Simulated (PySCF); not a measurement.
A side-by-side comparison of computed properties.

First species: C5H5F3Si.
Bonds: C1–C2 (triple), C2–Si3, Si3–C4, C4–F5, C4–F6, C4–F7, Si3–C8, C8–C9, Si3–C9. Hydrogens: H10 on C1; H11, H12 on C8; H13, H14 on C9.

Second species: C₇H₉F.
SMILES with atom numbers: `[CH:1]#[C:2][C@@H:3]1[CH2:4][CH2:5][C@H:6]1[CH2:7][F:8]` (hydrogens: H9 on C1; H10 on C3; H11, H12 on C4; H13, H14 on C5; H15 on C6; H16, H17 on C7)

Structure used (GFN2-xTB), in Å, numbered top down from 1:
```xyz
17
C7H9F angstrom
C      3.024    0.707   -0.134
C      1.846    0.536   -0.264
C      0.422    0.344   -0.365
C     -0.472    1.526    0.075
C     -1.296    0.565    0.943
C     -0.230   -0.527    0.737
C     -0.702   -1.894    0.285
F     -1.275   -2.582    1.329
H      4.058    0.852   -0.039
H      0.168   -0.015   -1.366
H     -1.007    2.030   -0.727
H      0.077    2.263    0.656
H     -2.253    0.301    0.497
H     -1.461    0.873    1.972
H      0.420   -0.642    1.606
H      0.140   -2.502   -0.068
H     -1.465   -1.823   -0.498
```

Levels: CAM-B3LYP/def2-SVPD for dipole moment, HOMO energy, LUMO energy, HOMO–LUMO gap, static isotropic polarisability and electronic spatial extent ⟨r²⟩ about the centre of nuclear charge; TDDFT CAM-B3LYP/def2-SVPD for lowest singlet excitation; TDA CAM-B3LYP/def2-SVPD for lowest triplet excitation (Tamm–Dancoff); GFN2-xTB for rotational constant A and rotational constant C. Geometries: GFN2-xTB. Each species is one conformer at its optimised geometry, gas phase, non-relativistic unless stated. Electronic properties by PySCF.

The conformers computed, where there is a choice (atom-mapped SMILES and torsion angles):
- `[CH:1]#[C:2][Si:3]1([C:4]([F:5])([F:6])[F:7])[CH2:8][CH2:9]1`: C2–Si3–C4–F5 -60°
- `[CH:1]#[C:2][C@@H:3]1[CH2:4][CH2:5][C@H:6]1[CH2:7][F:8]`: C5–C6–C7–F8 -76°

Values for the first species:

| Quantity | Value |
| --- | --- |
| Dipole moment | 3.01 D |
| HOMO energy | -8.67 eV |
| LUMO energy | 0.15 eV |
| HOMO–LUMO gap | 8.82 eV |
| Lowest singlet excitation | 5.52 eV |
| Lowest triplet excitation (Tamm–Dancoff) | 4.53 eV |
| Static isotropic polarisability | 85.8 au |
| Electronic spatial extent ⟨r²⟩ about the centre of nuclear charge | 1378 bohr² |
| Rotational constant A | 1.590 GHz |
| Rotational constant C | 0.849 GHz |

(1) Estimate the same properties for the second species, and the change in each.

Results:

(1) 
```
                                                         property       first      second  second less first
                                                    dipole moment      3.01 D      1.65 D            -1.36 D
                                                      HOMO energy    -8.67 eV    -9.14 eV           -0.47 eV
                                                      LUMO energy     0.15 eV     1.28 eV           +1.13 eV
                                                    HOMO–LUMO gap     8.82 eV    10.42 eV           +1.60 eV
                                        lowest singlet excitation     5.52 eV     6.55 eV           +1.03 eV
                         lowest triplet excitation (Tamm–Dancoff)     4.53 eV     5.45 eV           +0.92 eV
                                  static isotropic polarisability     85.8 au     78.5 au            -7.3 au
electronic spatial extent ⟨r²⟩ about the centre of nuclear charge  1378 bohr²  1121 bohr²         -257 bohr²
                                            rotational constant A   1.590 GHz   3.353 GHz         +1.763 GHz
                                            rotational constant C   0.849 GHz   1.025 GHz         +0.176 GHz
```

On the first: The 8 singlets span 5.52 to 7.54 eV, and their oscillator strengths add up to 0.38. The vertical singlet–triplet gap S1 − T1 is 0.99 eV (TDDFT singlet less Tamm–Dancoff triplet; S1: HOMO→LUMO+1, weight 0.82; T1: HOMO→LUMO, weight 0.79).

On the second: A dipole of 1.65 D is allowed in C1, and pure rotational transitions are dipole-allowed. The principal polarisabilities are 65.2, 73.9 and 96.5 au; their mean is the isotropic value.
